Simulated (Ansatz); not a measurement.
This geometry of Cl2H4O2Zr (9 atoms, charge 0, multiplicity 1) is a first-order saddle point.

Level of theory: Ansatz 0.2.0, RKS LDA/def2-SVP.

```xyz
9
Properties=species:S:1:pos:R:3
Zr -0.376 -0.036 0.114
Cl -0.045 0.830 2.323
O 1.392 -0.410 -0.413
H 2.280 -0.398 -0.802
O -0.947 1.503 -0.808
H -1.020 2.290 -1.370
Cl -1.596 -1.751 -1.028
H -1.760 -1.509 1.358
H -1.475 -1.047 1.948
```

(1) Which two structures does it join? (They come from a converged band through this point; their orientation in space is the band's.)

(2) How far does it lie above each of them?

Results:

(1) No bond is made or broken.  The two ends are copies of one structure, up to a mirror image or an exchange of like atoms.

Initial state:

```xyz
9
Properties=species:S:1:pos:R:3
Zr -0.127 -0.248 0.168
Cl 0.312 0.019 2.477
O 1.601 -0.272 -0.589
H 2.474 -0.234 -1.009
O -1.004 1.265 -0.565
H -1.229 2.067 -1.060
Cl -1.071 -2.274 -0.607
H -2.387 -0.647 0.954
H -2.117 -0.204 1.554
```

Final state:

```xyz
9
Properties=species:S:1:pos:R:3
Zr -0.625 0.164 0.083
Cl -0.893 1.017 2.274
O 1.127 -0.498 -0.209
H 2.037 -0.638 -0.512
O -0.792 1.707 -0.989
H -0.823 2.492 -1.557
Cl -2.275 -1.278 -0.808
H -0.785 -1.970 1.220
H -0.520 -1.523 1.819
```

(2) 0.218 eV above the first and 0.218 eV above the second. This is the barrier of this one path; another mechanism may lie lower.

Run time: 88 s on 4 threads of Arm Neoverse V2, on a shared host, peak memory 0.17 GiB.
